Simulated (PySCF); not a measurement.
Isomers of C5H7FS, one GFN2-xTB conformer each. Single-point energies are computed at PBE0/pcSseg-1 (PySCF, gas phase, no added dispersion term), electronic only.

```
           SMILES  GFN2-xTB relative energy (kJ/mol)
C[C@@H]1CC(F)=CS1                                0.0
         CSCC#CCF                              159.2
  C=CC[C@]1(F)CS1                               99.3
 C[C@@]1(F)CCC1=S                               52.3
```

Conformers: `[CH3:1][C@@H:2]1[CH2:3][C:4]([F:5])=[CH:6][S:7]1` with C1–C2–C3–C4 -98°, C2–C3–C4–F5 166°, C4–C6–S7–C2 10°, C1–C2–S7–C6 103°; `[CH3:1][S:2][CH2:3][C:4]#[C:5][CH2:6][F:7]` with C1–S2–C3–C4 65°; `[CH2:1]=[CH:2][CH2:3][C@:4]1([F:5])[CH2:6][S:7]1` with C1–C2–C3–C4 118°, C2–C3–C4–F5 70°.

What does PBE0/pcSseg-1 give for the same structures?

```csv
SMILES,PBE0/pcSseg-1 E (Eh),PBE0/pcSseg-1 (kJ/mol),GFN2-xTB (kJ/mol),point group
C[C@@H]1CC(F)=CS1,-692.23792,0.0,0.0,C1
C[C@@]1(F)CCC1=S,-692.21853,50.9,52.3,C1
C=CC[C@]1(F)CS1,-692.21109,70.5,99.3,C1
CSCC#CCF,-692.17565,163.5,159.2,C1
```

Both levels put the same isomer lowest; measured from each level's own lowest isomer, the values differ by up to 28.8 kJ/mol (C=CC[C@]1(F)CS1: 99.3 against 70.5). As drawn, the lowest has a C=C bond outside aromatic rings, which the highest lacks; the highest has a C≡C bond, which the lowest lacks.

Which frontier levels, dipoles and rotational constants go with these structures?

| SMILES | HOMO (eV, PBE0/pcSseg-1) | LUMO (eV) | dipole (D) | A, B, C (MHz) |
| --- | --- | --- | --- | --- |
| C[C@@H]1CC(F)=CS1 | -5.89 | 0.38 | 1.73 | 3466, 1850, 1372 |
| C[C@@]1(F)CCC1=S | -6.59 | -2.45 | 3.12 | 3066, 1830, 1509 |
| C=CC[C@]1(F)CS1 | -6.90 | -0.23 | 2.21 | 4183, 1369, 1227 |
| CSCC#CCF | -6.59 | 0.15 | 0.41 | 4800, 850.8, 776.8 |
